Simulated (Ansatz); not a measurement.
Hf2B2⁻. Total charge -1; doublet. Geometry r2SCAN-D4/def2-TZVP, that of the neutral singlet; atoms count from 1.

```xyz
4

Hf   -0.2600    0.9899   -1.1229
Hf   -0.2324    0.5802    1.3849
B    -0.5237   -1.0215   -0.1612
B     1.0161   -0.5486   -0.1008
```

In the def2 sets Hf takes a core potential; there is no spin–orbit coupling. The charge -1 doublet is spin-contaminated (final ⟨S²⟩ up to 1.43, 0.75 for a pure state). The highest occupied level of the charge -1 doublet lies above zero (up to 0.00 eV). Its loss leaves the charge 0 singlet, which lies 1.21 eV higher (vertical, at PBE0-D4/def2-TZVPD), but this difference is unsure: the singlet is doubtful (at the level of its geometry, restricted singlet, unstable towards broken spin symmetry). The structure comes from a short search, and lower isomers may exist.

Problem. Estimate the Mulliken populations from the PBE0/def2-TZVPD orbitals of Ansatz.

Solution. 
```tsv
atom	charge (e)	spin (α − β)	d electrons
Hf1	-0.28	0.44	2.36
Hf2	-0.28	0.44	2.36
B3	-0.20	-0.07	–
B4	-0.23	0.20	–
```
Mulliken values and Mayer orders depend strongly on the basis. With diffuse functions, as here, like atoms can get unlike values, and bond orders can come out too low or too high.

Problem. Where does the spin sit?

Solution. Summed by element: Hf 0.87, B 0.13, of 1 unpaired in all. Largest on single atoms: Hf1 0.44, Hf2 0.44, B4 0.20.

Problem. And the Mayer bond orders between bonded heavy atoms (over 0.3)?

Solution. Hf1–Hf2 3.14 (2.54 Å); Hf1–B3 1.15 (2.25 Å); Hf1–B4 1.16 (2.24 Å); Hf2–B3 1.15 (2.25 Å); Hf2–B4 1.16 (2.25 Å); B3–B4 0.58 (1.61 Å).
